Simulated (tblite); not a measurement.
A geometry optimisation, step by step.

C5H10BNO.
SMILES with atom numbers: `[CH2:1]=[CH:2][CH2:3][B@H-:4]([OH:5])[N+:6]#[C:7][CH3:8]` (hydrogens: H9, H10 on C1; H11 on C2; H12, H13 on C3; H14 on B4; H15 on O5; H16, H17, H18 on C8)
Bond orders are those of one Lewis drawing.

Computed with GFN2-xTB (tblite), gas phase: L-BFGS steps from a force-field or distance-geometry start until the largest atomic force falls under 0.01 eV/Å. 11 of its 168 geometries are shown.

Step 0: E = -651.9616 eV, largest atomic force 1.943 eV/Å
```
atom  x, y, z in Å  |  force x, y, z in eV/Å
C1     -2.642    1.400   -0.744   -0.426   0.487  -0.329
C2     -2.411    0.118   -0.518    0.361   0.129   0.677
C3     -1.299   -0.291    0.422   -0.694   1.612   0.482
B4     -0.192   -1.183   -0.307    0.061  -1.263   0.449
O5     -0.236   -2.504    0.373    1.686   0.268   0.522
N6      1.128   -0.507   -0.075    1.781   0.750   0.199
C7      2.144    0.037    0.106   -0.406  -0.482   0.027
C8      3.415    0.745    0.344   -1.271  -0.421   0.181
H9     -2.051    2.192   -0.265   -0.376  -0.463  -0.320
H10    -3.449    1.732   -1.411    0.491  -0.088   0.322
H11    -3.021   -0.659   -1.002    0.520   0.358   0.413
H12    -1.699   -0.833    1.289   -0.055   0.015  -0.341
H13    -0.786    0.612    0.852   -0.762  -0.301  -0.330
H14    -0.328   -1.244   -1.463    0.120  -0.197  -0.520
H15     0.311   -2.407    1.189   -0.908  -0.354  -0.943
H16     4.118    0.126    0.942   -0.570   0.380  -0.416
H17     3.841    0.996   -0.625    0.114  -0.038   0.072
H18     3.149    1.675    0.881    0.333  -0.392  -0.142
```

Step 17: E = -652.4613 eV, largest atomic force 0.199 eV/Å
```
atom  x, y, z in Å  |  force x, y, z in eV/Å
C1     -2.651    1.440   -0.762   -0.023   0.066   0.047
C2     -2.369    0.186   -0.451   -0.046  -0.022  -0.061
C3     -1.290   -0.263    0.465   -0.077  -0.002  -0.027
B4     -0.182   -1.249   -0.292    0.019   0.010  -0.027
O5      0.086   -2.526    0.284    0.025  -0.039  -0.169
N6      1.129   -0.426   -0.151    0.108  -0.013   0.024
C7      2.138    0.065    0.091   -0.054   0.053  -0.069
C8      3.369    0.746    0.338    0.029   0.008  -0.013
H9     -2.113    2.270   -0.333    0.052   0.007  -0.009
H10    -3.449    1.701   -1.440    0.051  -0.034   0.009
H11    -2.950   -0.606   -0.906    0.023  -0.062   0.032
H12    -1.747   -0.829    1.280   -0.001  -0.068   0.027
H13    -0.809    0.612    0.908   -0.004   0.038   0.043
H14    -0.311   -1.342   -1.469   -0.039  -0.009  -0.006
H15     0.096   -2.532    1.237   -0.074   0.081   0.166
H16     4.036    0.108    0.920   -0.040   0.032  -0.027
H17     3.840    0.985   -0.619   -0.004   0.007   0.097
H18     3.169    1.666    0.891    0.055  -0.052  -0.037
```

Step 33: E = -652.4776 eV, largest atomic force 0.039 eV/Å
```
atom  x, y, z in Å  |  force x, y, z in eV/Å
C1     -2.632    1.430   -0.759   -0.005  -0.003   0.017
C2     -2.374    0.173   -0.440   -0.014  -0.009   0.006
C3     -1.297   -0.282    0.475   -0.018  -0.009  -0.002
B4     -0.180   -1.236   -0.305    0.008  -0.016  -0.012
O5      0.111   -2.494    0.304    0.030  -0.005   0.019
N6      1.133   -0.394   -0.196   -0.009   0.025   0.028
C7      2.135    0.111    0.043   -0.002  -0.006   0.005
C8      3.377    0.756    0.328    0.019   0.005  -0.003
H9     -2.069    2.248   -0.337   -0.004  -0.004  -0.033
H10    -3.421    1.695   -1.445    0.033   0.017   0.013
H11    -2.960   -0.624   -0.880   -0.008   0.012  -0.006
H12    -1.747   -0.889    1.265   -0.016  -0.011   0.004
H13    -0.833    0.584    0.955   -0.006   0.002  -0.007
H14    -0.326   -1.349   -1.478   -0.019   0.004  -0.012
H15    -0.018   -2.483    1.252    0.019   0.010  -0.009
H16     4.006    0.086    0.913    0.002  -0.013   0.006
H17     3.887    1.005   -0.602    0.003  -0.003  -0.022
H18     3.200    1.670    0.896   -0.014   0.003   0.008
```

Step 50: E = -652.4889 eV, largest atomic force 0.086 eV/Å
```
atom  x, y, z in Å  |  force x, y, z in eV/Å
C1     -2.578    1.423   -0.776    0.005   0.025   0.001
C2     -2.426    0.155   -0.438    0.015   0.024  -0.027
C3     -1.377   -0.355    0.485   -0.045   0.009  -0.026
B4     -0.192   -1.216   -0.296   -0.009   0.013   0.015
O5      0.250   -2.412    0.344   -0.026   0.004  -0.001
N6      1.076   -0.258   -0.216   -0.014   0.026   0.022
C7      2.109    0.178    0.028   -0.039  -0.025  -0.007
C8      3.388    0.746    0.317    0.016   0.016  -0.013
H9     -1.935    2.190   -0.372   -0.035   0.024  -0.028
H10    -3.342    1.751   -1.463    0.040  -0.001   0.019
H11    -3.086   -0.592   -0.866    0.076  -0.010   0.040
H12    -1.857   -1.009    1.219    0.049  -0.044  -0.013
H13    -0.945    0.488    1.033   -0.017  -0.028   0.005
H14    -0.338   -1.358   -1.466    0.020  -0.017   0.050
H15     0.083   -2.406    1.286    0.025   0.013  -0.021
H16     3.988    0.038    0.887   -0.036  -0.041   0.006
H17     3.905    0.980   -0.613    0.004  -0.007  -0.051
H18     3.268    1.662    0.895   -0.031   0.018   0.027
```

Step 67: E = -652.4996 eV, largest atomic force 0.062 eV/Å
```
atom  x, y, z in Å  |  force x, y, z in eV/Å
C1     -2.510    1.431   -0.791   -0.001   0.011   0.006
C2     -2.434    0.161   -0.433    0.015  -0.027  -0.021
C3     -1.441   -0.419    0.507    0.004   0.002  -0.011
B4     -0.198   -1.187   -0.271   -0.019  -0.020  -0.006
O5      0.347   -2.329    0.386    0.002   0.005  -0.016
N6      1.003   -0.141   -0.223    0.008   0.026   0.010
C7      2.056    0.256    0.003   -0.053  -0.032   0.003
C8      3.370    0.736    0.289    0.004   0.004  -0.014
H9     -1.841    2.177   -0.392   -0.003   0.010   0.024
H10    -3.244    1.779   -1.499    0.018   0.025  -0.005
H11    -3.118   -0.553   -0.873    0.003  -0.016  -0.017
H12    -1.945   -1.156    1.137    0.000  -0.010   0.003
H13    -1.053    0.363    1.162    0.007   0.025   0.021
H14    -0.333   -1.365   -1.435   -0.014  -0.027  -0.001
H15     0.212   -2.303    1.332   -0.002  -0.006   0.027
H16     3.909   -0.033    0.843    0.017   0.005   0.002
H17     3.896    0.945   -0.641    0.013   0.009  -0.010
H18     3.316    1.644    0.888    0.001   0.015   0.005
```

Step 84: E = -652.5141 eV, largest atomic force 0.143 eV/Å
```
atom  x, y, z in Å  |  force x, y, z in eV/Å
C1     -2.430    1.474   -0.731    0.015   0.064   0.026
C2     -2.351    0.175   -0.500   -0.020  -0.005  -0.017
C3     -1.483   -0.462    0.524    0.018  -0.041  -0.083
B4     -0.225   -1.240   -0.210    0.098  -0.090  -0.016
O5      0.385   -2.317    0.498   -0.036   0.003  -0.024
N6      0.950   -0.155   -0.260    0.039   0.086   0.034
C7      1.996    0.270   -0.051   -0.109  -0.093   0.002
C8      3.311    0.757    0.222    0.007   0.002  -0.019
H9     -1.892    2.192   -0.128   -0.023  -0.042  -0.046
H10    -3.031    1.881   -1.528   -0.003   0.002   0.051
H11    -2.904   -0.510   -1.137    0.062   0.040   0.108
H12    -2.051   -1.213    1.082   -0.016   0.064  -0.062
H13    -1.132    0.290    1.237   -0.027  -0.055  -0.023
H14    -0.381   -1.511   -1.354    0.011   0.005   0.002
H15     0.279   -2.247    1.444   -0.018   0.022   0.083
H16     3.859   -0.013    0.764    0.012   0.001  -0.003
H17     3.826    0.975   -0.712    0.009   0.008  -0.022
H18     3.263    1.661    0.828   -0.018   0.029   0.011
```

Step 100: E = -652.5569 eV, largest atomic force 0.140 eV/Å
```
atom  x, y, z in Å  |  force x, y, z in eV/Å
C1     -2.255    1.560   -0.584   -0.045   0.007  -0.004
C2     -2.193    0.240   -0.622    0.119   0.019  -0.018
C3     -1.566   -0.608    0.426   -0.024  -0.022  -0.001
B4     -0.227   -1.395   -0.104    0.050   0.001   0.026
O5      0.420   -2.245    0.829   -0.043  -0.004   0.112
N6      0.869   -0.199   -0.294   -0.022  -0.025  -0.035
C7      1.908    0.262   -0.151    0.067   0.009   0.052
C8      3.208    0.815    0.072   -0.005  -0.013   0.031
H9     -1.863    2.118    0.253   -0.022   0.004   0.003
H10    -2.715    2.145   -1.364    0.046  -0.022  -0.021
H11    -2.572   -0.299   -1.485   -0.022   0.063   0.123
H12    -2.300   -1.356    0.743    0.091  -0.020  -0.019
H13    -1.317    0.000    1.306   -0.085  -0.032  -0.101
H14    -0.251   -1.871   -1.188   -0.059   0.023  -0.006
H15     0.222   -2.011    1.738    0.011  -0.022  -0.078
H16     3.814    0.074    0.598   -0.021   0.022  -0.054
H17     3.684    1.068   -0.875   -0.038  -0.014   0.017
H18     3.126    1.709    0.690    0.004   0.026  -0.026
```

Step 117: E = -652.5737 eV, largest atomic force 0.063 eV/Å
```
atom  x, y, z in Å  |  force x, y, z in eV/Å
C1     -2.148    1.602   -0.496   -0.009   0.012   0.015
C2     -2.065    0.293   -0.661    0.018  -0.021   0.031
C3     -1.600   -0.671    0.368   -0.030  -0.021   0.004
B4     -0.217   -1.460   -0.037   -0.025  -0.043   0.039
O5      0.383   -2.230    1.003   -0.016  -0.007  -0.049
N6      0.863   -0.307   -0.288   -0.021  -0.014  -0.026
C7      1.877    0.217   -0.173    0.026   0.032   0.031
C8      3.143    0.859   -0.009   -0.009  -0.009  -0.011
H9     -1.899    2.073    0.443    0.012  -0.011  -0.047
H10    -2.484    2.259   -1.282    0.016   0.016   0.005
H11    -2.335   -0.147   -1.614    0.020   0.011   0.001
H12    -2.370   -1.435    0.498    0.024   0.002   0.015
H13    -1.480   -0.158    1.327   -0.011   0.014  -0.014
H14    -0.235   -2.047   -1.067    0.030   0.036  -0.037
H15     0.153   -1.897    1.869   -0.006  -0.007   0.058
H16     3.821    0.169    0.493    0.001   0.014  -0.011
H17     3.555    1.128   -0.981   -0.012  -0.010  -0.008
H18     3.029    1.759    0.595   -0.009   0.006   0.002
```

Step 134: E = -652.5805 eV, largest atomic force 0.045 eV/Å
```
atom  x, y, z in Å  |  force x, y, z in eV/Å
C1     -2.055    1.618   -0.462    0.010  -0.011  -0.009
C2     -1.959    0.316   -0.674   -0.015  -0.007   0.015
C3     -1.623   -0.697    0.359   -0.003  -0.018   0.013
B4     -0.235   -1.510    0.015   -0.008   0.007  -0.001
O5      0.322   -2.292    1.067   -0.015  -0.009   0.022
N6      0.848   -0.365   -0.213   -0.005   0.008  -0.001
C7      1.843    0.202   -0.145   -0.001   0.001   0.002
C8      3.083    0.906   -0.069    0.006   0.007   0.003
H9     -1.925    2.039    0.522    0.024   0.027   0.013
H10    -2.277    2.320   -1.250   -0.001  -0.023   0.009
H11    -2.103   -0.077   -1.672   -0.013  -0.006  -0.015
H12    -2.426   -1.437    0.413    0.024   0.028  -0.025
H13    -1.558   -0.212    1.339   -0.007  -0.005  -0.009
H14    -0.218   -2.085   -1.024    0.002   0.002  -0.008
H15     0.069   -1.968    1.930    0.001  -0.008  -0.002
H16     3.824    0.268    0.412    0.005  -0.002   0.001
H17     3.423    1.161   -1.072   -0.002  -0.001  -0.012
H18     2.958    1.818    0.513   -0.005   0.010   0.005
```

Step 150: E = -652.5852 eV, largest atomic force 0.021 eV/Å
```
atom  x, y, z in Å  |  force x, y, z in eV/Å
C1     -1.936    1.605   -0.441   -0.006   0.007  -0.004
C2     -1.947    0.304   -0.674    0.003   0.005   0.003
C3     -1.664   -0.744    0.337   -0.007  -0.013  -0.015
B4     -0.239   -1.513    0.051    0.000   0.003  -0.005
O5      0.289   -2.293    1.116   -0.002  -0.017  -0.008
N6      0.819   -0.333   -0.126    0.005  -0.001   0.002
C7      1.812    0.240   -0.106   -0.010  -0.011  -0.011
C8      3.051    0.949   -0.108    0.007   0.001  -0.001
H9     -1.754    2.002    0.546    0.006   0.007   0.003
H10    -2.120    2.332   -1.215    0.002   0.009  -0.011
H11    -2.133   -0.058   -1.678   -0.007  -0.006   0.000
H12    -2.457   -1.494    0.310   -0.004  -0.007  -0.001
H13    -1.666   -0.297    1.335    0.011  -0.001   0.016
H14    -0.150   -2.069   -0.996   -0.005   0.007   0.005
H15    -0.026   -1.999    1.969    0.001   0.000   0.019
H16     3.818    0.322    0.348    0.005   0.013   0.010
H17     3.337    1.176   -1.134    0.003   0.007  -0.009
H18     2.956    1.877    0.454   -0.002  -0.004   0.007
```

Step 167: E = -652.5865 eV, largest atomic force 0.009 eV/Å
```
atom  x, y, z in Å  |  force x, y, z in eV/Å
C1     -1.948    1.607   -0.471    0.001  -0.001  -0.003
C2     -1.977    0.299   -0.665    0.004  -0.001   0.002
C3     -1.652   -0.727    0.357    0.001  -0.007   0.003
B4     -0.237   -1.503    0.034   -0.003   0.001  -0.004
O5      0.277   -2.337    1.067    0.002  -0.003   0.001
N6      0.837   -0.338   -0.103   -0.001   0.001  -0.002
C7      1.829    0.235   -0.086   -0.003  -0.001  -0.004
C8      3.064    0.953   -0.087    0.002   0.000   0.002
H9     -1.714    2.033    0.492    0.006   0.000  -0.004
H10    -2.166    2.310   -1.259    0.001   0.005   0.007
H11    -2.217   -0.090   -1.647   -0.001  -0.004  -0.006
H12    -2.442   -1.480    0.376    0.004   0.004  -0.003
H13    -1.614   -0.262    1.347    0.004   0.007   0.003
H14    -0.164   -2.020   -1.034   -0.005  -0.001   0.006
H15    -0.030   -2.072    1.933    0.003   0.001  -0.002
H16     3.837    0.338    0.375   -0.005  -0.002   0.005
H17     3.352    1.179   -1.113   -0.005   0.003  -0.001
H18     2.958    1.883    0.472   -0.006   0.001   0.001
```

Question: Summarise the path.

Answer: The energy falls by 60.29 kJ/mol from step 0 to step 167; nine tenths of that is first reached at step 90. It rises by more than 0.2 meV at step 97. The largest force goes from 1.943 to 0.009 eV/Å. Among the bonds B4–N6 changes most, from 1.501 to 1.591 Å; the atoms move by 0.855 Å rms after alignment.

Question: Follow the three bonds and two angles with the largest change from start to end.

Answer: 
| step | E above end (kJ/mol) | largest force (eV/Å) | B4–N6 (Å) | B4–O5 (Å) | C3–B4 (Å) | B4–N6–C7 (°) | C3–B4–O5 (°) |
| --- | --- | --- | --- | --- | --- | --- | --- |
| 0 | 60.29 | 1.943 | 1.501 | 1.487 | 1.597 | 178.9 | 105.5 |
| 7 | 19.12 | 0.293 | 1.546 | 1.440 | 1.662 | 177.1 | 115.4 |
| 15 | 12.69 | 0.154 | 1.551 | 1.431 | 1.661 | 172.4 | 118.0 |
| 22 | 11.33 | 0.119 | 1.561 | 1.430 | 1.666 | 171.4 | 117.7 |
| 29 | 10.65 | 0.049 | 1.568 | 1.427 | 1.666 | 170.8 | 116.5 |
| 36 | 10.42 | 0.042 | 1.561 | 1.428 | 1.665 | 169.7 | 116.2 |
| 44 | 10.06 | 0.084 | 1.568 | 1.428 | 1.660 | 167.0 | 116.4 |
| 51 | 9.31 | 0.087 | 1.597 | 1.424 | 1.658 | 162.3 | 116.5 |
| 58 | 8.74 | 0.060 | 1.599 | 1.425 | 1.657 | 159.5 | 116.5 |
| 65 | 8.43 | 0.043 | 1.592 | 1.427 | 1.656 | 158.0 | 116.3 |
| 73 | 8.01 | 0.066 | 1.596 | 1.425 | 1.652 | 156.3 | 116.6 |
| 80 | 7.48 | 0.085 | 1.600 | 1.423 | 1.654 | 155.0 | 117.0 |
| 87 | 6.39 | 0.130 | 1.609 | 1.423 | 1.649 | 153.0 | 117.5 |
| 94 | 4.65 | 0.105 | 1.639 | 1.417 | 1.641 | 152.9 | 118.1 |
| 102 | 2.36 | 0.086 | 1.631 | 1.419 | 1.642 | 153.1 | 115.9 |
| 109 | 1.61 | 0.067 | 1.612 | 1.423 | 1.641 | 153.6 | 115.8 |
| 116 | 1.31 | 0.075 | 1.600 | 1.426 | 1.642 | 155.4 | 115.6 |
| 123 | 0.95 | 0.040 | 1.609 | 1.422 | 1.644 | 156.5 | 116.3 |
| 131 | 0.64 | 0.054 | 1.594 | 1.426 | 1.644 | 158.4 | 116.3 |
| 138 | 0.47 | 0.052 | 1.592 | 1.425 | 1.644 | 160.8 | 116.3 |
| 145 | 0.18 | 0.040 | 1.591 | 1.423 | 1.645 | 161.4 | 116.7 |
| 152 | 0.11 | 0.020 | 1.597 | 1.422 | 1.644 | 160.0 | 116.6 |
| 160 | 0.03 | 0.023 | 1.594 | 1.423 | 1.645 | 161.1 | 116.6 |
| 167 | 0.00 | 0.009 | 1.591 | 1.424 | 1.646 | 161.7 | 116.4 |

The cost below is that of the whole relaxation. On Arm Neoverse V1, one thread, shared host with 32 logical CPUs at a one-minute load of 5.0, this took 1.1 s.
